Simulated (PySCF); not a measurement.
C₇H₄BF₂N.
SMILES: `B(F)(c1ccc(cc1)C#N)F`

Computed with PySCF at wB97X-D/def2-SVPD, non-relativistic, on one gas-phase PBE0-D3(BJ)/def2-SVP geometry that isn't relaxed in the solvent. The solvent is an IEF-PCM continuum (cavity from Bondi-type radii × 1.2), and excitations are vertical TDDFT with non-equilibrium linear response and a frozen core. Only the electrostatic response of the medium enters.

```
run  E − E(gas) (kcal/mol)  HOMO (eV)  HOMO–LUMO gap (eV)  dipole (D)  lowest singlet (eV)  static polarisability (au)
gas                   0.00     -10.02                9.11        2.35                 4.93                        99.0
  P                  -6.65      -9.81                9.15        3.24                 4.83                       134.0
  Q                  -7.05      -9.80                9.14        3.29                 4.83                       136.7
```

Task: The runs were made in acetone and water. Which run belongs to which solvent?

Result: P = acetone, Q = water. The dielectric constants are 20.49 (acetone), 78.36 (water), and the energy falls further as ε rises. The optical constants n² used for the excitations are 1.85, 1.78 in the same order. In this model the ground state sees the solvent through ε alone.

Task: How constant is the ratio of the lowering to (ε − 1)/(2ε + 1)?

Result: 
```json
{"solvent": "acetone", "(ε − 1)/(2ε + 1)": "0.464", "E − E(gas) (kcal/mol)": "-6.65", "ratio (kcal/mol)": "-14.3", "polarisation term (kcal/mol)": "-7.91"}
{"solvent": "water", "(ε − 1)/(2ε + 1)": "0.490", "E − E(gas) (kcal/mol)": "-7.05", "ratio (kcal/mol)": "-14.4", "polarisation term (kcal/mol)": "-8.47"}
```

The ratio changes by +0.3 % in size from acetone to water. The polarisation term is half the interaction of the solute with the induced surface charges.

The run took about 80 s of CPU time (one thread, shared machine). This is the whole response run at wB97X-D/def2-SVPD in water, SCF included.

The values belong to the conformer `[N:1]#[C:2][c:3]1[cH:4][cH:5][c:6]([B:7]([F:8])[F:9])[cH:10][cH:11]1`: C5–C6–B7–F8 179°.

Note: wB97X-D ran without an empirical dispersion term, which enters the total energy and its gradient alone.
